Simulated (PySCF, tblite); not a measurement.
Isomers of C5H5ClNP, one GFN2-xTB conformer each. Single-point energies are computed at PBE0/pcSseg-1 (PySCF, gas phase, no added dispersion term), electronic only.

Question: Rank them by PBE0/pcSseg-1 energy, lowest first (kcal/mol).
A. `Cc1cpcnc1Cl`
B. `n1cc(pcc1C)Cl`
C. `Cc1nc(Cl)ccp1`
D. `CC1=CN=C(Cl)C=P1`

Answer: C (0.0), D (0.4), A (1.7), B (1.8).

Neighbours under 2.5 kcal/mol apart (Cc1nc(Cl)ccp1 and Cc1cnc(Cl)cp1; Cc1cnc(Cl)cp1 and Cc1cpcnc1Cl; Cc1cpcnc1Cl and Cc1cpc(Cl)cn1) can change places with a better method, another conformer or zero-point energy. GFN2-xTB itself gives, in the same order: 0.1, 0.2, 0.0, 1.1. GFN2-xTB puts Cc1cpcnc1Cl lowest instead; measured from each level's own lowest isomer, the values differ by up to 1.7 kcal/mol (Cc1cpcnc1Cl: 0.0 against 1.7).

Which frontier levels, dipoles and rotational constants go with these structures?

```json
{"SMILES": "Cc1nc(Cl)ccp1", "HOMO (eV, PBE0/pcSseg-1)": "-7.25", "LUMO (eV)": "-2.02", "dipole (D)": "1.57", "A, B, C (MHz)": "2690, 1055, 761.5"}
{"SMILES": "Cc1cnc(Cl)cp1", "HOMO (eV, PBE0/pcSseg-1)": "-7.60", "LUMO (eV)": "-2.30", "dipole (D)": "2.88", "A, B, C (MHz)": "3650, 909.1, 731.1"}
{"SMILES": "Cc1cpcnc1Cl", "HOMO (eV, PBE0/pcSseg-1)": "-7.35", "LUMO (eV)": "-2.04", "dipole (D)": "2.39", "A, B, C (MHz)": "2798, 1119, 803.5"}
{"SMILES": "Cc1cpc(Cl)cn1", "HOMO (eV, PBE0/pcSseg-1)": "-7.50", "LUMO (eV)": "-2.31", "dipole (D)": "2.01", "A, B, C (MHz)": "3480, 951.7, 750.8"}
```

What happens when harmonic zero-point energies from GFN2-xTB frequencies are added?

| SMILES | ZPE (kcal/mol) | electronic (kcal/mol) | with ZPE (kcal/mol) |
| --- | --- | --- | --- |
| Cc1nc(Cl)ccp1 | 54.8 | 0.0 | 0.0 |
| Cc1cnc(Cl)cp1 | 54.9 | 0.4 | 0.6 |
| Cc1cpcnc1Cl | 55.1 | 1.7 | 2.0 |
| Cc1cpc(Cl)cn1 | 54.9 | 1.8 | 1.9 |

The zero-point energies span 0.3 kcal/mol. The lowest isomer stays, but the order above it changes.
